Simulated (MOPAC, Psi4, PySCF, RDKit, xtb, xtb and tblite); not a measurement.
Two geometries of SMILES CC(=O)[SiH2]CC=O (C4H8O2Si), relaxed at GFN2-xTB with one dihedral held; other torsions can differ between them too.

Structure A

```
15

C     -1.9262     0.5707    -0.7376
C     -1.3473    -0.1475     0.4441
O     -1.7030     0.0661     1.5810
Si     0.0728    -1.4190     0.1324
C      1.6568    -0.4505    -0.4118
C      1.5414     0.9642     0.0035
O      1.0266     1.8330    -0.6522
H     -1.1638     1.2563    -1.1101
H     -2.1623    -0.1348    -1.5306
H     -2.8090     1.1405    -0.4565
H     -0.2878    -2.3319    -0.9559
H      0.3444    -2.1049     1.3931
H      1.7228    -0.5052    -1.4977
H      2.5324    -0.9190     0.0287
H      1.9382     1.1812     1.0136
```

Structure B

```
15

C      2.3508     0.4731     0.1927
C      1.0970     0.1738    -0.5784
O      0.9427     0.5193    -1.7268
Si    -0.2761    -0.8414     0.3299
C     -1.8922    -0.4681    -0.6222
C     -2.8650    -1.5393    -0.3206
O     -3.6881    -1.5103     0.5549
H      2.7582    -0.4554     0.5853
H      2.0965     1.1070     1.0394
H      3.0881     0.9725    -0.4317
H      0.1008    -2.2547     0.2247
H     -0.3573    -0.4409     1.7343
H     -2.2795     0.4965    -0.2937
H     -1.6668    -0.4280    -1.6866
H     -2.7525    -2.4384    -0.9600
```

**Question.** Which is lower in energy at the level Psi4 with PBE0-D3(BJ)/def2-SVP // GFN2-xTB, and by how much?

**Answer.** B is lower, by 0.83 kcal/mol (dihedral C2–Si4–C5–C6: 20° in A, 160° in B).

E(B) − E(A) in kcal/mol at the other levels, on the same two geometries: GFN2-xTB (xtb and tblite) 0.13; MMFF94 // GFN2-xTB (RDKit) -0.94; PBE0/def2-SVP // GFN2-xTB (Psi4) -1.45; PBE/def2-SVP // GFN2-xTB (Psi4) -1.47; PBE-D3(BJ)/def2-SVP // GFN2-xTB (Psi4) -0.82; UFF // GFN2-xTB (RDKit) -1.98; PM7, restricted, heats of formation // GFN2-xTB (MOPAC) -0.21; AM1, restricted, heats of formation // GFN2-xTB (MOPAC) -1.29; GFN1-xTB // GFN2-xTB (xtb) 0.28; restricted B3LYP/6-31G*, spherical d, density fitting // GFN2-xTB (PySCF) -1.71; restricted MP2 (frozen core)/3-21G // GFN2-xTB (PySCF) 0.75; restricted Hartree-Fock/LANL2DZ, with its core potentials past Ne // GFN2-xTB (PySCF) -2.47; restricted LDA (SVWN5)/6-31G*, spherical d, density fitting // GFN2-xTB (PySCF) -0.55.
